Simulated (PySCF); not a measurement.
**Interval between two levels of Pd by level of theory**

Pd [Kr] 4d10 → Pd [Kr] 4d9 5s1 [3D3, M_J = 3], as a difference of total energies. All numbers are calculated (PySCF 2.14, the two-component X2C-1e Hamiltonian, in x2c-TZVPall-2c with one added diffuse shell each of s, p, d type (9s10p8d1f, 86 functions)). Correlated levels: [Ar] 3d10 frozen; the 6 highest virtual spinors dropped. "Screened" scales the spin-orbit matrix elements by Boettger's factors to mimic the two-electron term; Breit and QED terms are absent.

```csv
method,interval between two levels (cm⁻¹)
GHF (spin-free),437.66
GMP2 (spin-free),8616.2
GHF (screened spin-orbit),-991.78
GMP2 (screened spin-orbit),7091.8
```

The labels give the starting determinants; with spin-orbit coupling the two ends relaxed to ⟨J²⟩ = 0.00, ⟨L²⟩ = 0.02, ⟨S²⟩ = 0.02 and ⟨J²⟩ = 12.01, ⟨L²⟩ = 6.02, ⟨S²⟩ = 2.01.
